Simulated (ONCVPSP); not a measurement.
rhenium (Re): one change to an ONCV potential, before and after

```json
{"Element": "Re", "Generator": "ONCVPSP 4.0.1", "Type": "optimised norm-conserving Vanderbilt (ONCV)", "Functional": "PBE", "Relativity": "scalar-relativistic", "Frozen core": "[Kr] 4d10 4f14", "Valence charge": "15", "Reference configuration": "5s2 5p6 5d5 6s1.5 (charge +0.5)", "Partial waves": "5s+6s: rc 1.60 bohr, ncon 4, nbas 8, qcut 8.4 1/bohr, 2 projectors; 5p: rc 1.45 bohr, ncon 4, nbas 9, qcut 10.6 1/bohr, 2 projectors, debl 1.7 Ha; 5d: rc 2.00 bohr, ncon 5, nbas 10, qcut 6.1 1/bohr, 2 projectors, debl 3.4 Ha", "Local potential": "polynomial inside 1.30 bohr (lpopt 5, dvloc0 3 Ha)", "Core correction": "none"}
```

In the p channel the program set the typed energies aside and used -1.866, 0.250 Ha.

All-electron outer shells of the reference configuration (PBE, scalar-relativistic, ld1.x):

```
shell  level (eV)  outermost node (bohr)  outermost maximum (bohr)
   5s      -88.99                   0.52                      0.93
   5p      -50.76                   0.56                      1.06
   4f      -46.04                      –                      0.41
   6s       -9.22                   1.24                      2.51
   5d       -9.03                   0.62                      1.41
```

Change: d: rc 2.9.

Cutoffs: the cutoffs (Ha) at which the residual kinetic energy of the hardest occupied pseudo-wave falls to 1 and 0.1 mHa per electron; they do not see the model core or the augmentation charge, which bear on the density cutoff. Errors are all-electron minus pseudo energies relative to the spin-unpolarised reference configuration.

Q: Predict the effect on cutoff, ghosts and configuration errors.

A: The potential gets neither clearly harder nor softer (35 Ha and 42 Ha → 35 Ha and 42 Ha); the p channel sets the loose cutoff, while the largest relative change is in d, which becomes softer; of the 4 tests that both files solve, the error grows in 1 and shrinks in 0 by more than 15 % and 0.3 meV (median size 1.5 → 1.6 meV); neither file shows a bound ghost.

```tsv
quantity	base	changed
cutoff, loose	35 Ha	35 Ha
cutoff, tight	42 Ha	42 Ha
loose cutoff by channel	s 25 Ha, p 35 Ha, d 15 Ha	s 25 Ha, p 35 Ha, d 12 Ha
bound ghosts	none	none
GHOST(+) flags under 300 eV	none	none
error for 5s2 5p6 5d5 6s2, meV [ΔE -3.78 eV]	+1.5	+1.7
error for 5s2 5p6 5d5 6s1, meV [ΔE 5.47 eV]	-1.5	-1.5
error for 5s2 5p6 5d5 6s0, meV [ΔE 21.79 eV]	-2.4	-4.6
error for 5s2 5p6 5d5.5 6s1.5, meV [ΔE -3.40 eV]	-0.8	+0.7
s: phases at 1.62 bohr within 0.05 rad from the reference energy up to (Ha; the scan ends near 5)	to the end of the scan	to the end of the scan
p: phases at 1.47 bohr within 0.05 rad from the reference energy up to (Ha; the scan ends near 5)	to the end of the scan	to the end of the scan
```
